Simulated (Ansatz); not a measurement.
A structure relaxed at PBE-D4/def2-SVP in Ansatz, charge 1, doublet:

```xyz
13

Zn   -0.769   -0.778    2.003
Sn   -0.569   -1.637   -0.761
Sn   -3.279   -0.249   -1.208
Sn   -3.387    0.332    1.975
Sn    3.270    0.534    0.278
Sn   -2.843   -2.493    1.080
Sn    1.719   -1.825    1.394
Sn    1.266    3.026   -0.323
Sn   -0.258    0.794   -2.673
Sn    1.141    1.189    2.345
Sn    2.709    1.317   -2.509
Sn    2.171   -1.688   -1.823
Sn   -1.172    1.478    0.221
```

Question: Give its formula and point group.

Answer: ZnSn12⁺. Point group Cs (tolerance 0.1 Å).

Question: Summarise the bond lengths by kind (pairs closer than 1.2 times the sum of covalent radii, bridged metal pairs left out).

Answer: 25 × Sn–Sn 2.94 to 3.32 Å; 6 × Sn–Zn 2.76 to 2.90 Å. The metal has 6 neighbours: Sn 2.90 Å, Sn 2.84 Å, Sn 2.84 Å, Sn 2.77 Å, Sn 2.76 Å, Sn 2.90 Å.

In the def2 sets Sn takes a core potential; there is no spin–orbit coupling. Another isomer (doublet) lies 0.25 eV lower at PBE0-D4/def2-TZVP; other spin states weren't run for this one.
